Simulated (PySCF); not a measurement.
Isomers of C5H3F3S, one GFN2-xTB conformer each. Single-point energies are computed at PBE0/pcSseg-1 (PySCF, gas phase, no added dispersion term), electronic only.

| SMILES | GFN2-xTB relative energy (kJ/mol) |
| --- | --- |
| FC(F)(F)c1ccsc1 | 0.0 |
| Fc1cscc1C(F)F | 24.2 |

Conformers: `[F:1][c:2]1[cH:3][s:4][cH:5][c:6]1[CH:7]([F:8])[F:9]` with C5–C6–C7–F8 59°.

Question: What does PBE0/pcSseg-1 give for the same structures?

Answer: 
```csv
SMILES,PBE0/pcSseg-1 E (Eh),PBE0/pcSseg-1 (kJ/mol),GFN2-xTB (kJ/mol),point group
FC(F)(F)c1ccsc1,-889.35163,0.0,0.0,C1
Fc1cscc1C(F)F,-889.32530,69.1,24.2,Cs
```

Both levels put the same isomer lowest. 

Question: Which frontier levels, dipoles and rotational constants go with these structures?

Answer: 
| SMILES | HOMO (eV, PBE0/pcSseg-1) | LUMO (eV) | dipole (D) | A, B, C (MHz) |
| --- | --- | --- | --- | --- |
| FC(F)(F)c1ccsc1 | -7.62 | -1.06 | 2.54 | 3200, 891.8, 793.4 |
| Fc1cscc1C(F)F | -7.48 | -1.19 | 2.06 | 2148, 1030, 793.4 |
